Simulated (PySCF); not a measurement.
Zn(I)(SiH3) (H3ISiZn), SMILES [SiH3][Zn][I].

Geometry optimised at r2SCAN-D4/def2-SVP. The def2 effective core potentials stand for the cores of I; spin–orbit coupling is left out.

These are r2SCAN-D4/def2-SVP run with PySCF 2.14.0 values and carry that method's errors.

Frequencies are harmonic and unscaled.

Modes within 1.5 cm⁻¹ of each other (mostly degenerate sets) share a row, with their intensities summed.

Computed vibrational spectrum:
| mode | ν (cm⁻¹) | IR (km/mol) | Raman (Å⁴/amu) | depolarisation | moving atoms (share of kinetic energy) |
|---|---|---|---|---|---|
| 1–2 | 70 | 7.3 | 0.0 | – | Zn 58 %, Si 24 %, H 10 % |
| 3 | 206 | 14.2 | 19.0 | 0.27 | Si 39 %, I 39 %, Zn 18 % |
| 4 | 363 | 24.6 | 5.7 | 0.22 | Zn 53 %, Si 38 % |
| 5–6 | 449 | 7.1 | 3.2 | 0.75 | H 88 %, Si 10 % |
| 7 | 848 | 304.1 | 1.6 | 0.59 | H 91 %, Si 9 % |
| 8–9 | 928 | 64.4 | 63.7 | 0.75 | H 98 % |
| 10 | 2203 | 71.3 | 296.9 | 0.00 | H 99 % |
| 11–12 | 2215 | 161.4 | 306.2 | 0.75 | H 96 % |
